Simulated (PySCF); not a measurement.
## UHF on Pd²⁺ (palladium, charge +2)

Configuration: [Kr] 4d8, high-spin 3F determinant. Calculation: PySCF 2.14, in aug-cc-pVDZ-PP with ECP28MDF; scalar relativity through the core potential.

| Item | Value |
| --- | --- |
| Total energy | -125.737956 hartree |
| One-electron energy | -211.6436 hartree |
| Hartree (Coulomb) energy | 97.3769 hartree |
| Exchange energy | -11.4713 hartree |
| ⟨S²⟩ | 2.0031 |
| ⟨L²⟩ | 12.038 |
| Sum of ⟨r⟩ | 19.26 bohr |
| Sum of ⟨r²⟩ | 27.19 bohr² |
| Time after the integrals | 0.32 s of wall time on 1 thread of Neoverse-N1 (shared host) |

| shell | electrons | mean orbital energy (hartree) | spread (hartree) | rms radius, mean of both spins (bohr) |
| --- | --- | --- | --- | --- |
| 4s α | 1 | -4.88140 | 0 | 1.02 |
| 4s β | 1 | -4.72942 | 0 | 1.02 |
| 4p α | 3 | -3.44449 | 0 | 1.12 |
| 4p β | 3 | -3.25762 | 0 | 1.12 |
| 4d α | 5 | -1.29037 | 0.04370 | 1.48 |
| 4d β | 3 | -1.22111 | 0 | 1.48 |

Energies and moments cover only the electrons outside the core potential.
